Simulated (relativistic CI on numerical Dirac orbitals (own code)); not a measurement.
**One change at a time: Co¹¹⁺**

Base calculation: Dirac-Coulomb-Breit CI, KLI orbitals optimised for each configuration, QED by a radiative potential, unscaled Slater integrals.

Configurations in the expansion (outside the closed core [Ne]): 3s²3p⁴, 3s3p⁵, 3p⁶, 3s²3p³3d, 3s3p⁴3d, 3p⁵3d, 3s3p³3d², 3s²3p³4s, 3s²3p³4p, 3s²3p²3d4p, 3p⁵4s, 3p⁵4p, 3s3p³3d4s, 3s²3p²3d², 3s²3p3d³, 3s3p²3d³, 3s²3p3d²4s, 3s²3p3d²4p, 3p⁴3d², 3p³3d³, 3p³3d²4s, 3p³3d²4p. Double excitations out of closed p, d and f shells are left out; levels of such configurations are missing from the list, as are those of other unlisted configurations, and high levels can miss mixing partners.

The lowest level and the first level of each name with at least 55 % of one term (blank where a level has no safe partner in the second run):

| Level | Base (cm⁻¹) | Shift (cm⁻¹) |
| --- | --- | --- |
| 3s²3p⁴ ³P2 | 0 | 0 |
| 3s²3p⁴ ³P1 | 15641 | +1 |
| 3s²3p⁴ ³P0 | 17116 | +3 |
| 3s²3p⁴ ¹D2 | 44177 | +4 |
| 3s²3p⁴ ¹S0 | 90901 | +38 |
| 3s3p⁵ ³P°2 | 304659 | +1041 |
| 3s3p⁵ ³P°1 | 316318 | +1041 |
| 3s3p⁵ ³P°0 | 323753 | +1041 |
| 3s3p⁵ ¹P°1 | 394197 | +1001 |
| 3s²3p³3d ⁵D°0 | 417748 | +910 |
| 3s²3p³3d ⁵D°1 | 417997 | +910 |
| 3s²3p³3d ⁵D°2 | 418243 | +910 |
| 3s²3p³3d ⁵D°3 | 418629 | +910 |
| 3s²3p³3d ⁵D°4 | 419878 | +910 |

At this charge energies of transitions that change n are usually good to better than 1 %, and those within a shell (Δn = 0) to a few per cent.

Task: One thing was changed in a second run, which moved the levels as shown. Which?
A. configuration mixing switched off
B. P86 correlation estimate
C. QED terms removed
D. only the first 3 configurations
E. Breit term removed

Result: B. P86 correlation estimate. A correlation estimate moves all levels of a configuration together before mixing; mixed levels move by a weighted share.

LS names give the leading component of a level, which can be under half, so a name can repeat, a term be missing and a line seem to break the LS rules.
